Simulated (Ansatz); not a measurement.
Ansatz results at the PBE0-D4/def2-TZVP geometry: size of the dipole moment (ωB97M-V/def2-TZVPP) 1.72 D; HOMO energy (ωB97M-V/def2-TZVPP) -9.55 eV; LUMO energy (PBE0/def2-TZVPP) -0.15 eV.

Each molecule was computed in one conformer, which needn't be the lowest.

(1) Which molecule gave them?
A. `CO[SiH](C)Cl`
B. `C=C[Si](C)(N)O`
C. `C[Si](C)(F)S`
D. `CC(C)[SiH](F)F`

## Answers

(1) B. The others give `CO[SiH](C)Cl`: 2.02, -10.68, 1.06; `CC(C)[SiH](F)F`: 2.17, -10.69, 0.78; `C[Si](C)(F)S`: 2.67, -9.58, 0.30.
